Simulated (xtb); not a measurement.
xtb input (GFN2-xTB):

```bash
xtb mol.xyz --gfn 2 --ohess tight --chrg 1 --uhf 0
```
mol.xyz:
```
4

Hf    -0.05197629    -0.06824397    -0.02848409
F      1.72570565    -0.35819389    -0.30875166
F     -0.74553915    -0.44180942     1.61038690
F     -0.94217359     0.86528689    -1.22735278
```

Output:

```
           -------------------------------------------------
          |                Calculation Setup                |
           -------------------------------------------------

           -------------------------------------------------
          |                 G F N 2 - x T B                 |
           -------------------------------------------------

        Reference                      10.1021/acs.jctc.8b01176
      * Hamiltonian:
        H0-scaling (s, p, d)           1.850000    2.230000    2.230000
        zeta-weighting                 0.500000
      * Dispersion:
        s8                             2.700000
        a1                             0.520000
        a2                             5.000000
        s9                             5.000000
      * Repulsion:
        kExp                           1.500000    1.000000
        rExp                           1.000000
      * Coulomb:
        alpha                          2.000000
        third order                    shell-resolved
        anisotropic                    true
        a3                             3.000000
        a5                             4.000000
        cn-shift                       1.200000
        cn-exp                         4.000000
        max-rad                        5.000000

          ...................................................
          :                      SETUP                      :
          :.................................................:
          :  # basis functions                  22          :
          :  # atomic orbitals                  21          :
          :  # shells                            9          :
          :  # electrons                        24          :
          :  max. iterations                   250          :
          :  Hamiltonian                  GFN2-xTB          :
          :  restarted?                      false          :
          :  GBSA solvation                  false          :
          :  PC potential                    false          :
          :  electronic temp.          300.0000000     K    :
          :  accuracy                    1.0000000          :
          :  -> integral cutoff          0.2500000E+02      :
          :  -> integral neglect         0.1000000E-07      :
          :  -> SCF convergence          0.1000000E-05 Eh   :
          :  -> wf. convergence          0.1000000E-03 e    :
          :  Broyden damping             0.4000000          :
          :  net charge                          1          :
          :  unpaired electrons                  0          :
          ...................................................

 iter      E             dE          RMSdq      gap      omega  full diag
   1      0.8995558  0.899556E+00  0.522E+01    0.18       0.0  T
   2    -12.5434892 -0.134430E+02  0.287E+01   25.94       1.0  T
   3    -13.7595997 -0.121611E+01  0.246E+01   12.81       1.0  T
   4    -14.3371783 -0.577579E+00  0.240E+01    9.29       1.0  T
   5    -14.1955916  0.141587E+00  0.203E+01   10.32       1.0  T
   6    -13.1370167  0.105857E+01  0.228E+01    0.77       1.0  T
[...]
                xx          xy          yy          xz          yz          zz
 q only:       -1.475       1.425       2.576       0.613       1.927      -1.101
  q+dip:       -2.600       2.506       4.533       1.080       3.401      -1.933
   full:       -2.690       2.590       4.685       1.122       3.522      -1.995

           -------------------------------------------------
          |                Geometry Summary                 |
           -------------------------------------------------

      molecular mass/u    :      235.4801882
   center of mass at/Å    :       -0.1352591      -0.4213676      -0.1738312
  moments of inertia/u·Å² :        0.1117560E+03   0.1118970E+03   0.1470999E+03
rotational constants/cm⁻¹ :        0.1508432E+00   0.1506531E+00   0.1145999E+00

 * 3 selected distances

     #   Z          #   Z                                           value/Å
     1  72 Hf       2   9 F                                       1.8621231 (max)
     1  72 Hf       3   9 F                                       1.8618646 (min)
     1  72 Hf       4   9 F                                       1.8619327

 * 1 distinct bonds (by element types)

   Z      Z             #   av. dist./Å        max./Å        min./Å
   9 F   72 Hf          3     1.8619735     1.8621231     1.8618646

           -------------------------------------------------
          |               Frequency Printout                |
           -------------------------------------------------
 projected vibrational frequencies (cm⁻¹)
eigval :       -0.00    -0.00     0.00     0.00     0.00     0.00
eigval :      139.63   144.98   145.33   455.41   495.59   495.80
 reduced masses (amu)
   1: 33.52   2:122.51   3:105.30   4:144.94   5: 69.18   6: 27.62   7: 48.57   8: 27.94
   9: 27.93  10: 28.02  11: 35.45  12: 35.46
 IR intensities (km·mol⁻¹)
   1:  0.68   2:  8.92   3:  8.77   4:  9.56   5:  3.17   6:  4.17   7: 21.29   8:  8.40
   9:  8.39  10:  0.00  11: 16.15  12: 16.15
 Raman intensities (Ä⁴*amu⁻¹)
   1:  0.00   2:  0.00   3:  0.00   4:  0.00   5:  0.00   6:  0.00   7:  0.00   8:  0.00
   9:  0.00  10:  0.00  11:  0.00  12:  0.00
 output can be read by thermo (or use thermo option).
 writing <g98.out> molden fake output.
 recommended (thermochemical) frequency scaling factor: 1.0
           -------------------------------------------------
          |             Thermodynamic Functions             |
           -------------------------------------------------

c3v symmetry found (for desy threshold:  0.10E+00) used in thermo

          ...................................................
          :                      SETUP                      :
          :.................................................:
          :  # frequencies                           6      :
          :  # imaginary freq.                       0      :
          :  linear?                             false      :
          :  only rotor calc.                    false      :
Note: The following floating-point exceptions are signalling: IEEE_UNDERFLOW_FLAG IEEE_DENORMAL
normal termination of xtb
          :  symmetry                              c3v      :
          :  rotational number                       3      :
          :  scaling factor                  1.0000000      :
          :  rotor cutoff                   50.0000000 cm⁻¹ :
          :  imag. cutoff                  -20.0000000 cm⁻¹ :
          :.................................................:

    mode    ω/cm⁻¹     T·S(HO)/kcal·mol⁻¹    T·S(FR)/kcal·mol⁻¹   T·S(vib)
   ------------------------------------------------------------------------
       1    139.63    -0.83747 ( 98.38%)    -0.75202 (  1.62%)    -0.83609
       2    144.98    -0.81607 ( 98.61%)    -0.74090 (  1.39%)    -0.81502
       3    145.33    -0.81469 ( 98.62%)    -0.74019 (  1.38%)    -0.81366
   ------------------------------------------------------------------------

   temp. (K)  partition function   enthalpy   heat capacity  entropy
                                   cal/mol     cal/K/mol   cal/K/mol   J/K/mol
 298.15  VIB   11.0                 1681.134      9.557     10.385
         ROT  0.345E+05              888.752      2.981     23.747
         INT  0.378E+06             2569.887     12.538     34.132
         TR   0.350E+28             1481.254      4.968     42.252
         TOT                        4051.1407    17.5065    76.3839   319.5903

       T/K    H(0)-H(T)+PV         H(T)/Eh          T*S/Eh         G(T)/Eh
   ------------------------------------------------------------------------
    298.15    0.645590E-02    0.107314E-01    0.362925E-01   -0.255610E-01
   ------------------------------------------------------------------------

         :::::::::::::::::::::::::::::::::::::::::::::::::::::
         ::                  THERMODYNAMIC                  ::
         :::::::::::::::::::::::::::::::::::::::::::::::::::::
         :: total free energy         -15.386606261211 Eh   ::
         ::.................................................::
         :: total energy              -15.361045233080 Eh   ::
         :: zero point energy           0.004275529835 Eh   ::
         :: G(RRHO) w/o ZPVE           -0.029836557966 Eh   ::
         :: G(RRHO) contrib.           -0.025561028131 Eh   ::
         :::::::::::::::::::::::::::::::::::::::::::::::::::::

optimized geometry written to: xtbopt.xyz

           -------------------------------------------------
          | TOTAL ENERGY              -15.361045233080 Eh   |
          | TOTAL ENTHALPY            -15.350313799558 Eh   |
          | TOTAL FREE ENERGY         -15.386606261211 Eh   |
          | GRADIENT NORM               0.000115331493 Eh/α |
          | HOMO-LUMO GAP               4.454238523218 eV   |
           -------------------------------------------------

------------------------------------------------------------------------
------------------------------------------------------------------------
 total:
 SCF:
 ANC optimizer:
 analytical hessian:
```

The spin state was set by rule; other spins were not relaxed.
